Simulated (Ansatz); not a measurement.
Start from `C[SiH2]BCCl` and change one atom or group to get `C[SiH2][BH][ZnH]`.

Ansatz, PBE0-D4/def2-TZVP geometries, multiplicity 1. Each molecule was computed in one conformer, which needn't be the lowest.

Scalar relativity is left out up to krypton.

```
                                        property  `C[SiH2]BCCl`
              LUMO energy (PBE0/def2-TZVPP) / eV          -0.91
           LUMO energy (ωB97M-V/def2-TZVPP) / eV           0.99
size of the dipole moment (B3LYP/def2-TZVPP) / D           2.10
           HOMO–LUMO gap (B3LYP/def2-TZVPP) / eV           6.44
              HOMO energy (PBE0/def2-TZVPP) / eV          -7.74
               LUMO energy (PBE/def2-TZVPP) / eV          -1.89
```

(1) What does the change do to each property? (Best estimate.)

Answers

(1) The calculation gave: 
| property | `C[SiH2][BH][ZnH]` | shift |
| --- | --- | --- |
| LUMO energy (PBE0/def2-TZVPP) / eV | -2.77 | -1.86 |
| LUMO energy (ωB97M-V/def2-TZVPP) / eV | -0.88 | -1.87 |
| size of the dipole moment (B3LYP/def2-TZVPP) / D | 0.48 | -1.62 |
| HOMO–LUMO gap (B3LYP/def2-TZVPP) / eV | 3.74 | -2.70 |
| HOMO energy (PBE0/def2-TZVPP) / eV | -6.86 | 0.88 |
| LUMO energy (PBE/def2-TZVPP) / eV | -3.71 | -1.82 |

With PBE0 the HOMO rises by 0.88 eV and the LUMO falls by 1.86 eV, so the gap narrows by about 2.74 eV. PBE moves the HOMO by 0.67 eV and ωB97M-V by 0.96 eV. Dipoles are sizes alone; their direction can turn.

B3LYP here is the variant with VWN-RPA as its local correlation; programs differ in this.
